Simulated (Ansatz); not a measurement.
Calculated with Ansatz (gas phase, PBE0-D4/def2-TZVP geometries, no zero-point term in ΔE). CCSD(T)/CBS is the MP2 limit (def2-TZVPP, def2-QZVPP) plus CCSD(T) − MP2 in def2-TZVPP, frozen cores. DFT in def2-TZVPP. B3LYP here is the variant with VWN-RPA as its local correlation; programs differ in this. One conformer a species, not always the lowest.

`CB[SiH2]Cl` + `[CH3][Al]([F])[F]` → `FB[SiH2]Cl` + `[CH3][Al]([CH3])[F]`  (redistribution)

```
             level  ΔE (kJ/mol)
          B3LYP-D4         56.7
     HF/def2-TZVPP         59.8
    MP2/def2-QZVPP         65.9
SCS-MP2/def2-QZVPP         64.5
```

What does CCSD(T)/CBS give? (Best estimate.)

Ansatz gave: +62.5 kJ/mol. The listed levels differ from it by -5.8, -2.7, 3.4, 2.0 kJ/mol.

Largest T1 diagnostic among the species: 0.012.

From BLYP to BHLYP (50 % exact exchange), in def2-TZVPP and without D4, ΔE moves by +6.5 kJ/mol. At CCSD(T), def2-SVP lies −13.2 kJ/mol from the extrapolated value and def2-TZVPP −3.9 kJ/mol. Leaving LDA and LC-ωPBE aside and taking each functional with its dispersion term where it has one, the values, not all of them listed here, spread over 8.5 kJ/mol, from PBE-D4 to B97M-V.
